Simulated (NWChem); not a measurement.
System: RbF; SMILES [F][Rb]

NWChem input:

```
start job
memory heap 200 mb stack 900 mb global 1100 mb
geometry units angstroms
  Rb     0.000000     0.000000    -0.499970
  F      0.000000     0.000000     1.839304
end
basis spherical
  * library def2-svp
end
ecp
  Rb library def2-ecp
end
dft
  xc becke88 lyp
  iterations 150
end
driver
  maxiter 120
end
task dft optimize
dft
  grid fine
  convergence energy 1d-8 density 1d-7
end
task dft freq numerical
```

Excerpt of the output:

```
             Northwest Computational Chemistry Package (NWChem) 7.3.0
             --------------------------------------------------------

 ORDER OF PRIMARY AXIS IS BEING SET TO 4
 C4V symmetry detected

                             Geometry "geometry" -> ""
                             -------------------------

 Output coordinates in angstroms (scale by  1.889725989 to convert to a.u.)

  No.       Tag          Charge          X              Y              Z
 ---- ---------------- ---------- -------------- -------------- --------------
    1 Rb                  37.0000     0.00000000     0.00000000    -0.45768404
    2 F                    9.0000     0.00000000     0.00000000     1.88158996

 Effective nuclear repulsion energy (a.u.)      75.3293645451

      Symmetry information
      --------------------

 Group name             C4v
 Group number             18
 Group order               8
 No. of unique centers     2

                                Z-matrix (autoz)
                                --------

 Units are Angstrom for bonds and degrees for angles

      Type          Name      I     J     K     L     M      Value
      ----------- --------  ----- ----- ----- ----- ----- ----------
    1 Stretch                  1     2                       2.33927

                           NWChem Geometry Optimization
                           ----------------------------

 maximum gradient threshold         (gmax) =   0.000450
 rms gradient threshold             (grms) =   0.000300
 maximum cartesian step threshold   (xmax) =   0.001800
 rms cartesian step threshold       (xrms) =   0.001200
 fixed trust radius                (trust) =   0.300000
 source of zmatrix                         =   autoz

          -------------------
          Energy Minimization
          -------------------

 Using diagonal initial Hessian
 Scaling for Hessian diagonals: bonds = 1.00  angles = 0.25  torsions = 0.10

          --------
          Step   0

                                 NWChem DFT Module
                                 -----------------

 Summary of "ao basis" -> "ao basis" (spherical)
 ------------------------------------------------------------------------------
       Tag                 Description            Shells   Functions and Types
 ---------------- ------------------------------  ------  ---------------------
 Rb                         def2-svp                10       24   5s3p2d
 F                          def2-svp                 6       14   3s2p1d

      Symmetry analysis of basis
      --------------------------

        a1         16
        a2          0
        b1          3
        b2          3
        e          16

            General Information
            -------------------
          SCF calculation type: DFT
          Wavefunction type:  closed shell.
          No. of atoms     :     2
          No. of electrons :    18
           Alpha electrons :     9
            Beta electrons :     9
          Charge           :     0
          Spin multiplicity:     1
          Use of symmetry is: on ; symmetry adaption is: on
          Maximum number of iterations: 150
          AO basis - number of functions:    38
                     number of shells:    16
          Convergence on energy requested:  1.00D-06
          Convergence on density requested:  1.00D-05
          Convergence on gradient requested:  5.00D-04

              XC Information
              --------------
                    Becke 1988 Exchange Functional  1.000
              Lee-Yang-Parr Correlation Functional  1.000

             Grid Information
             ----------------
          Grid used for XC integration:  medium
          Radial quadrature: Mura-Knowles
          Angular quadrature: Lebedev.
          Tag              B.-S. Rad. Rad. Pts. Rad. Cut. Ang. Pts.
          ---              ---------- --------- --------- ---------
          Rb                  2.35      123          13.0       590
          F                   0.50       49           8.0       434
          Grid pruning is: on
          Number of quadrature shells:   172
          Spatial weights used:  Erf1

      Superposition of Atomic Density Guess
      -------------------------------------

 Sum of atomic energies:        -126.75862181

      Non-variational initial energy
      ------------------------------

 Total energy =    -122.774566
 1-e energy   =    -214.855355
 2-e energy   =      73.757430
 HOMO         =      -0.598245
 LUMO         =      -0.050650

      Symmetry analysis of molecular orbitals - initial
      -------------------------------------------------

 !! scf_movecs_sym_adapt:    6 vectors were symmetry contaminated

  Symmetry fudging

 !! scf_movecs_sym_adapt:    4 vectors were symmetry contaminated

  Numbering of irreducible representations:

     1 a1          2 a2          3 b1          4 b2          5 e

  Orbital symmetries:

     1 a1          2 a1          3 a1          4 a1          5 e
     6 e           7 e           8 e           9 a1         10 a1
    11 e          12 e          13 a1         14 a1         15 b1
    16 b2         17 e          18 e          19 a1

   convergence    iter        energy       DeltaE   RMS-Dens  Diis-err
 ---------------- ----- ----------------- --------- --------- ---------
 d= 0,ls=0.0,diis     1   -123.7346105997 -1.42D+02  1.13D-01  9.09D-01
 d= 0,ls=0.0,diis     2   -111.9146460612  1.18D+01  1.13D-01  1.66D+01
 d= 0,ls=0.0,diis     3   -123.7399391895 -1.18D+01  8.17D-04  1.02D+00
 d= 0,ls=0.0,diis     4   -123.7281476291  1.18D-02  2.35D-02  1.16D+00
 d= 0,ls=0.0,diis     5   -123.8450649778 -1.17D-01  4.48D-03  2.12D-02
  Resetting Diis
 d= 0,ls=0.0,diis     6   -123.8483397378 -3.27D-03  6.98D-04  5.22D-04
 d= 0,ls=0.0,diis     7   -123.8484229202 -8.32D-05  6.57D-04  7.98D-05
 d= 0,ls=0.0,diis     8   -123.8483577958  6.51D-05  5.18D-04  7.47D-04
 d= 0,ls=0.0,diis     9   -123.8484305973 -7.28D-05  2.15D-05  4.26D-07
 d= 0,ls=0.0,diis    10   -123.8484306701 -7.28D-08  2.66D-06  5.96D-09

         Total DFT energy =     -123.848430670087
      One electron energy =     -217.851840783715
           Coulomb energy =       89.936528742576
    Exchange-Corr. energy =      -14.256477572353
 Nuclear repulsion energy =       18.323358943405

 Numeric. integr. density =       17.999999164971

                  Occupations of the irreducible representations
                  ----------------------------------------------

                     irrep           alpha         beta
                     --------     --------     --------
                     a1                5.0          5.0
                     a2                0.0          0.0
                     b1                0.0          0.0
                     b2                0.0          0.0
                     e                 4.0          4.0

                       DFT Final Molecular Orbital Analysis
                       ------------------------------------

 Vector    7  Occ=2.000000D+00  E=-1.443151D-01  Symmetry=a1
              MO Center=  5.2D-15,  2.3D-16,  1.7D+00, r^2= 1.2D+00
   Bfn.  Coefficient  Atom+Function         Bfn.  Coefficient  Atom+Function
  ----- ------------  ---------------      ----- ------------  ---------------
    30      0.633413  2 F  pz                33     -0.446068  2 F  pz
     4      0.245471  1 Rb s                  8     -0.157775  1 Rb pz
     2     -0.142885  1 Rb s                  5     -0.130001  1 Rb s
    17      0.102717  1 Rb d  0              14     -0.100179  1 Rb pz
    22     -0.055857  1 Rb d  0               1     -0.048735  1 Rb s

 Vector    8  Occ=2.000000D+00  E=-1.425154D-01  Symmetry=e
              MO Center=  7.6D-17, -3.1D-17,  1.8D+00, r^2= 9.2D-01
   Bfn.  Coefficient  Atom+Function         Bfn.  Coefficient  Atom+Function
  ----- ------------  ---------------      ----- ------------  ---------------
    28      0.606932  2 F  px                31     -0.450511  2 F  px
    29     -0.180542  2 F  py                32      0.134012  2 F  py
    23      0.118667  1 Rb d  1              12     -0.080013  1 Rb px
     6      0.073822  1 Rb px                18      0.073710  1 Rb d  1
    21      0.035300  1 Rb d -1               9     -0.033968  1 Rb px

 Vector    9  Occ=2.000000D+00  E=-1.425154D-01  Symmetry=e
              MO Center= -2.0D-16, -1.2D-15,  1.8D+00, r^2= 9.2D-01
   Bfn.  Coefficient  Atom+Function         Bfn.  Coefficient  Atom+Function
  ----- ------------  ---------------      ----- ------------  ---------------
    29      0.606932  2 F  py                32     -0.450511  2 F  py
    28      0.180542  2 F  px                31     -0.134012  2 F  px
    21     -0.118667  1 Rb d -1              13     -0.080013  1 Rb py
     7      0.073822  1 Rb py                16     -0.073710  1 Rb d -1
    23      0.035300  1 Rb d  1              10     -0.033968  1 Rb py

 Vector   10  Occ=0.000000D+00  E=-6.179129D-02  Symmetry=a1
              MO Center= -3.2D-16, -2.7D-15, -1.6D+00, r^2= 9.1D+00
   Bfn.  Coefficient  Atom+Function         Bfn.  Coefficient  Atom+Function
  ----- ------------  ---------------      ----- ------------  ---------------
     4      0.697484  1 Rb s                  5      0.340188  1 Rb s
    14     -0.314518  1 Rb pz                 2     -0.194680  1 Rb s
     8      0.172970  1 Rb pz                 3     -0.139010  1 Rb s
    30     -0.100167  2 F  pz                11     -0.087376  1 Rb pz
     1     -0.083975  1 Rb s                 27     -0.066251  2 F  s

 Vector   11  Occ=0.000000D+00  E=-1.051465D-02  Symmetry=e
              MO Center= -9.4D-15,  1.6D-14, -1.5D+00, r^2= 1.6D+01
   Bfn.  Coefficient  Atom+Function         Bfn.  Coefficient  Atom+Function
  ----- ------------  ---------------      ----- ------------  ---------------
    13      0.785716  1 Rb py                12     -0.504291  1 Rb px
    21     -0.267655  1 Rb d -1               7     -0.171295  1 Rb py
    23     -0.171788  1 Rb d  1               6      0.109941  1 Rb px
    16     -0.052309  1 Rb d -1              10      0.033549  1 Rb py
    18     -0.033573  1 Rb d  1              29      0.031293  2 F  py

[...]

      ----------------------
      Optimization converged
      ----------------------

  Step       Energy      Delta E   Gmax     Grms     Xrms     Xmax
  ---- ---------------- -------- -------- -------- -------- --------
@    2    -123.84843610 -4.5D-06  0.00000  0.00000  0.00305  0.00527
                                     ok       ok

                                Z-matrix (autoz)
                                --------

 Units are Angstrom for bonds and degrees for angles

      Type          Name      I     J     K     L     M      Value     Gradient
      ----------- --------  ----- ----- ----- ----- ----- ---------- ----------
    1 Stretch                  1     2                       2.33313   -0.00000

                         Geometry "geometry" -> "geometry"
                         ---------------------------------

 Output coordinates in angstroms (scale by  1.889725989 to convert to a.u.)

  No.       Tag          Charge          X              Y              Z
 ---- ---------------- ---------- -------------- -------------- --------------
    1 Rb                  37.0000     0.00000000     0.00000000    -0.45461229
    2 F                    9.0000     0.00000000     0.00000000     1.87851820

 Effective nuclear repulsion energy (a.u.)      75.5277188266

      Symmetry information
      --------------------

 Group name             C4v
 Group number             18
 Group order               8
 No. of unique centers     2

                Final and change from initial internal coordinates
                --------------------------------------------------

                                Z-matrix (autoz)
                                --------

 Units are Angstrom for bonds and degrees for angles

      Type          Name      I     J     K     L     M      Value       Change
      ----------- --------  ----- ----- ----- ----- ----- ---------- ----------
    1 Stretch                  1     2                       2.33313   -0.00614

 ==============================================================================
                                internuclear distances
 ------------------------------------------------------------------------------
       center one      |      center two      | atomic units |  angstroms
 ------------------------------------------------------------------------------
    2 F                |   1 Rb               |     4.40898  |     2.33313
 ------------------------------------------------------------------------------
                         number of included internuclear distances:          1
 ==============================================================================

[second-derivative integrals and response iterations left out]

  Vibrational analysis via the FX method

  See chapter 2 in "Molecular Vibrations" by Wilson, Decius and Cross

  Vib: Default input used

 ---------------------------- Atom information ----------------------------
     atom    #        X              Y              Z            mass
 --------------------------------------------------------------------------
    Rb       1  0.0000000D+00  0.0000000D+00 -8.5909266D-01  8.4911700D+01
    F        2  0.0000000D+00  0.0000000D+00  3.5498847D+00  1.8998400D+01
 --------------------------------------------------------------------------

[unprojected Hessian and modes left out]

        Vibrational analysis via the FX method
  --- with translations and rotations projected out ---
  --- via the Eckart algorithm                      ---
 Dependent rotation vector no.                    3
  found in ECKART; assuming linear geometry
 Projected Nuclear Hessian trans-rot subspace norm:4.8148D-35
                         (should be close to zero!)

[projected Hessian left out]

 Rotational Constants
 --------------------
 A=   0.000000 cm-1  (  0.000000 K)
 B=   0.199478 cm-1  (  0.286998 K)
 C=   0.199478 cm-1  (  0.286998 K)

 Temperature                      =   298.15K
 frequency scaling parameter      =   1.0000

 Linear Molecule

 Zero-Point correction to Energy  =    0.534 kcal/mol  (  0.000850 au)
 Thermal correction to Energy     =    2.225 kcal/mol  (  0.003546 au)
 Thermal correction to Enthalpy   =    2.817 kcal/mol  (  0.004489 au)

 Total Entropy                    =   56.663 cal/mol-K
   - Translational                =   39.814 cal/mol-K (mol. weight = 103.9101)
   - Rotational                   =   15.783 cal/mol-K (symmetry #  =        1)
   - Vibrational                  =    1.065 cal/mol-K

 Cv (constant volume heat capacity) =    6.492 cal/mol-K
   - Translational                  =    2.979 cal/mol-K
   - Rotational                     =    1.986 cal/mol-K
   - Vibrational                    =    1.526 cal/mol-K

[normal modes left out]

 ----------------------------------------------------------------------------
 Normal Eigenvalue ||           Projected Infra Red Intensities
  Mode   [cm**-1]  || [atomic units] [(debye/angs)**2] [(KM/mol)] [arbitrary]
 ------ ---------- || -------------- ----------------- ---------- -----------
    1        0.000 ||    0.006134           0.142         5.980       3.043
    2        0.000 ||    0.006134           0.142         5.980       3.043
    3        0.000 ||    0.027415           0.632        26.725      13.601
    4        0.000 ||    0.027415           0.632        26.725      13.601
    5        0.000 ||    0.000000           0.000         0.000       0.000
    6      373.401 ||    0.053844           1.242        52.489      26.712
 ----------------------------------------------------------------------------
```

Level: BLYP/def2-SVP with def2 effective core potentials on Rb. def2 effective core potentials on Rb; no spin-orbit coupling.
